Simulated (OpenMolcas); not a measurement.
## O I: terms and fine structure

| Item | Value |
| --- | --- |
| Program | OpenMolcas 26.06 |
| Method | CASSCF |
| Basis | ANO-RCC-VTZP [4s3p2d1f] |
| Scalar Hamiltonian | DKH2, point nucleus |
| Active space | 6 electrons in 4 orbitals (2s 2p) |
| State averaging | 2S+1 = 3 even, 3 roots; 2S+1 = 1 even, 6 roots |
| Spin-orbit coupling | RASSI with atomic mean-field integrals over the reference wave functions, term energies averaged over their components |

Spin-free terms above the lowest, with the occupations of the reference:

```tsv
Configuration	Term	E (cm⁻¹)	Occupations
2s² 2p⁴	³P	0.0	2s 2.00 2p 4.00
2s² 2p⁴	¹D	17624	2s 2.00 2p 4.00
2s² 2p⁴	¹S	31912	2s 1.92 2p 4.08
```

With spin-orbit coupling, above the lowest level:

```
Configuration  Term  J  E (cm⁻¹)  Measured (cm⁻¹)      g  Term weight %
      2s² 2p⁴    ³P  2       0.0              0.0  1.501            100
      2s² 2p⁴    ³P  1       149              158  1.501            100
      2s² 2p⁴    ³P  0       222              227                   100
      2s² 2p⁴    ¹D  2     17699            15868  1.000            100
      2s² 2p⁴    ¹S  0     31988            33793                   100
```

Against the 4 measured excited levels shown (NIST Handbook of Basic Atomic Spectroscopic Data) the mean absolute deviation is 910 cm-1; the largest miss in energy is 2s² 2p⁴ ¹D₂: computed 17699, measured 15868 cm⁻¹ (+11.5 %).

Spin-orbit coupling puts the lowest level 74.9 cm⁻¹ below the lowest spin-free term.

For ³P the intervals divided by the larger J are -73.0, -74.6 cm-1. Landé's interval rule makes them equal in pure LS coupling; they differ by 2 % of their mean. The multiplet is inverted.

Without dynamic correlation excited terms often stand tens of per cent too high (terms of higher spin than the ground term too low), and those without a measured partner can miss by more than the paired ones. Measured partners are found by configuration, term and J. A level has none where our copy of the source lacks it or the pairing is in doubt (some pairs that miss far off the trend of their configuration count as doubtful), and it then counts in no deviation. Only configurations of the active space appear. The first state left out of the spin-orbit step lies near 140000 cm-1 above the lowest spin-free state of the reference (among the parities and spins computed), and the list stops at four fifths of that energy or lower.

The term weight is that of the spin-free term in the level, not the purity of its configuration.
